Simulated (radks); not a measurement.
Results of a calculation; reference values are marked as such.
Spin polarisation of the 4f3 shell in the neodymium ion Nd3+. Start: [Xe] 4f(up 1.5, down 1.5); electrons of 4f are moved from spin down to spin up, other shells keep equal spins. Code: a radial shooting solver on a logarithmic mesh with Libxc functionals. Model: scalar-relativistic Kohn-Sham, PBE, spin-polarised, spherical densities, finite nucleus; Fermi nuclear charge, rms radius of each element as measured or else 0.836 A^(1/3) + 0.57 fm.

moment (Bohr magnetons)  E - E(0) (eV)  e(4f up) (eV)  e(4f down) (eV)  5p down minus up (eV)  5s down minus up (eV)
0                                0.000        -30.784          -30.784                 0.000                  0.000
0.75                            -0.103        -31.046          -30.499                  0.267                  0.352
1.5                             -0.410        -31.285          -30.192                  0.534                  0.705
2.25                            -0.923        -31.501          -29.862                  0.802                  1.058
3                               -1.641        -31.694          -29.508                  1.072                  1.414

At moment 3 the spin-polarisation energy is -1.641 eV and the 4f exchange splitting 2.186 eV, that is 0.729 eV per Bohr magneton; E = -I m^2/4 would give I = 0.729 eV.
